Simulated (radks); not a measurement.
Species: Ru. Configuration: [Kr] 4d7 5s1 (the NIST ground configuration).

Calculated with a radial shooting solver on a logarithmic mesh with Libxc functionals: Dirac Kohn-Sham, LDA (Slater exchange, Perdew-Wang correlation), spin-unpolarised, spherical densities, point nucleus; open shells fill j = l - 1/2 first.

Energy parts (hartree):
part                        energy
total                  -4527.07862
kinetic                 4709.70833
electron-nucleus      -10956.31096
Hartree                 1848.63387
exchange-correlation    -129.10986

Orbitals (lengths in bohr, moments of r in powers of bohr; <r^-3> diverges for s and p1/2):
| orbital | occ. | eigenvalue (hartree) | <r> | <r^4> | <r^-3> |
|---|---|---|---|---|---|
| 1s1/2 | 2 | -804.6989 | 0.03347 | 5.929e-06 | - |
| 2s1/2 | 2 | -115.6995 | 0.1455 | 0.001078 | - |
| 2p1/2 | 2 | -106.9781 | 0.1237 | 0.0007094 | - |
| 2p3/2 | 4 | -102.1745 | 0.1285 | 0.0008031 | 2798 |
| 3s1/2 | 2 | -20.35306 | 0.4032 | 0.05358 | - |
| 3p1/2 | 2 | -16.96678 | 0.3962 | 0.05431 | - |
| 3p3/2 | 4 | -16.15126 | 0.4069 | 0.06014 | 481.9 |
| 3d3/2 | 4 | -10.13358 | 0.3824 | 0.05873 | 72.04 |
| 3d5/2 | 6 | -9.97453 | 0.3859 | 0.06068 | 68.34 |
| 4s1/2 | 2 | -2.80483 | 1.018 | 2.103 | - |
| 4p1/2 | 2 | -1.79318 | 1.106 | 3.170 | - |
| 4p3/2 | 4 | -1.66697 | 1.138 | 3.567 | 74.52 |
| 4d3/2 | 4 | -0.20403 | 1.692 | 30.34 | 5.577 |
| 4d5/2 | 3 | -0.19215 | 1.721 | 33.02 | 5.195 |
| 5s1/2 | 1 | -0.16540 | 3.341 | 282.3 | - |

The highest occupied level is 5s1/2 at -4.501 eV. For comparison, the ionisation energy in NIST's Atomic Spectra Database is 7.361 eV (measured). In exact Kohn-Sham theory the highest level is minus the ionisation energy, but local and semilocal functionals leave it too shallow, through self-interaction and a potential that decays too fast; potentials with the right tail come closer. Summed over all electrons, <r^2> = 53.03 bohr^2, which gives a Langevin (diamagnetic) susceptibility term of -42 x 10^-6 cm^3/mol. The density falls to 0.001 e/bohr^3 at r = 4.50 bohr.

Beside tabulated values, note that spin-unpolarised runs miss the spin-polarisation part of the exchange energy of open shells.
